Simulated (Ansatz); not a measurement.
Consider the ligand exchange at a Ga–C bond: `[SiH3]/C=[CH]\[GaH2]` + CH₃OH → `C[O][GaH2]` + `C=C[SiH3]`.

Isolated molecules relaxed with PBE0-D4/def2-TZVP in Ansatz; ΔE leaves out vibrations. CCSD(T)/CBS adds triple-zeta CCSD(T) − MP2 to the extrapolated MP2 energy (def2 sets, frozen cores). This one scheme is used for every species. Functionals use def2-TZVPP. B3LYP here is the variant with VWN-RPA as its local correlation; programs differ in this. HSE06 is defined as in plane-wave codes. For Ga outer-core shells are correlated without core-valence functions, which leaves a few kJ/mol of doubt a bond. Scalar relativity is left out up to krypton.

```csv
level,ΔE (kJ/mol),difference from CCSD(T)/CBS
LDA (SPW92),-61.6,7.9
PBE-D4,-67.9,1.6
revPBE-D4,-68.5,1.0
BLYP-D4,-81.4,-11.9
B97M-V,-78.0,-8.5
B3LYP-D4,-78.3,-8.8
r2SCANh-D4,-72.6,-3.1
r2SCAN0-D4,-70.7,-1.2
HSE06-D4,-65.1,4.4
BHLYP-D4,-76.8,-7.3
CAM-B3LYP-D4,-81.2,-11.7
ωB97X-V,-76.1,-6.6
ωB97M-V,-72.3,-2.8
PBE-QIDH,-69.1,0.4
PBE,-72.4,-2.9
revPBE,-76.3,-6.8
BLYP,-90.4,-20.9
r2SCAN,-75.2,-5.7
PBE0,-69.1,0.4
B3LYP,-85.8,-16.3
r2SCANh,-73.8,-4.3
r2SCAN0,-72.0,-2.5
BHLYP,-85.1,-15.6
CAM-B3LYP,-85.6,-16.1
LC-ωPBE,-72.1,-2.6
HF/def2-SVP,-98.5,-29.0
MP2/def2-SVP,-90.3,-20.8
CCSD/def2-SVP,-91.9,-22.4
CCSD(T)/def2-SVP,-90.6,-21.1
HF/def2-TZVPP,-93.3,-23.8
MP2/def2-TZVPP,-72.7,-3.2
SCS-MP2/def2-TZVPP,-78.3,-8.8
CCSD/def2-TZVPP,-74.6,-5.1
CCSD(T)/def2-TZVPP,-72.4,-2.9
HF/def2-QZVPP,-94.6,-25.1
MP2/def2-QZVPP,-71.4,-1.9
SCS-MP2/def2-QZVPP,-77.3,-7.8
HF/CBS(def2),-94.8,-25.3
MP2/CBS(def2),-69.7,-0.2
CCSD/CBS(def2),-71.7,-2.2
CCSD(T)/CBS,-69.5,0
```

Largest T1 diagnostic among the species: 0.015.

From PBE to PBE0 (25 % exact exchange), in def2-TZVPP and without D4, ΔE moves by +3.3 kJ/mol. The D4 term adds +7.5 kJ/mol with B3LYP and +4.0 kJ/mol with PBE0; it sums over pairs of atoms, weighted by their polarisabilities, and B3LYP, whose exchange is more repulsive, gets the larger term. Leaving LDA and LC-ωPBE aside and taking each functional with its dispersion term where it has one, the values, not all of them listed here, spread over 17.9 kJ/mol, from B2PLYP to HSE06-D4. LDA lies +10.8 kJ/mol from PBE without D4.
